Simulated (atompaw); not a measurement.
## How hard is this tin PAW (atompaw) potential?

```
Element                 : tin
Generator               : atompaw 4.2.0.5
Type                    : PAW
Functional              : LDA (PW92)
Relativity              : scalar-relativistic
Frozen core             : [Kr] 4d10
Valence charge          : 4
Reference configuration : 5s2 5p2
Partial waves           : 5s (bound): rc 2.25 bohr; 5s channel at 0.5 Ry: rc 1.65 bohr; 5p (bound): rc 2.25 bohr; 5p channel at 0.1 Ry: rc 2.25 bohr; 5d channel at -0.05 Ry: rc 1.80 bohr; 5d channel at 2.3 Ry: rc 1.80 bohr
Local potential         : troulliermartins scheme with l = 3 at 0.5 Ry, radius 1.55 bohr
Core correction         : smooth core density matched at 1.30 bohr
Augmentation charge     : besselshape compensation charge, radius 1.70 bohr; PAW radius 2.25 bohr; waves and projectors: custom polynom vanderbiltortho
```

The pseudo-atom Hamiltonian at the reference potential is diagonalised in spherical Bessel functions j_l(qr) that vanish at 20 bohr, with q² up to the cutoff. All-electron valence levels (Ry): 5s -0.7946, 5p -0.2843.

Question: How do the lowest levels (Ry) of each channel move with the cutoff, and are there ghosts?

Answer:

```tsv
cutoff (Ry)	s #1	s #2	s #3	p #1	p #2	d #1	d #2	f #1	f #2	Σ f·Δε (mRy)
8	-0.7929	-0.0331	0.0712	-0.2851	0.0253	0.0164	0.0819	0.1067	0.2266	4.9
10	-0.7939	-0.0331	0.0712	-0.2851	0.0253	-0.0543	0.0655	0.1067	0.2265	3.0
12	-0.7943	-0.0332	0.0711	-0.2853	0.0252	-0.3597	0.0552	0.1067	0.2265	2.6
15	-0.7946	-0.0368	0.0612	-3.5561	-0.2841	-0.9139	0.0511	0.1067	0.2265	0.3
18	-1.4393	-0.7944	-0.0323	-5.7614	-0.2842	-1.5769	0.0490	0.1067	0.2265	0.6
21	-1.7712	-0.7945	-0.0323	-7.2044	-0.2842	-1.7790	0.0486	0.1067	0.2265	0.3
400	-2.4884	-0.7946	-0.0324	-10.1959	-0.2843	-1.9031	0.0484	0.1067	0.2265	0.0
```

Result: ghost states, extra bound levels that the all-electron valence spectrum of the same l lacks: p at -138.7 eV, s at -33.9 eV, d at -25.9 eV (a true bound ghost makes a file unfit for plane-wave use); 10 mRy is reached at 8 Ry and 1 mRy at 15 Ry.
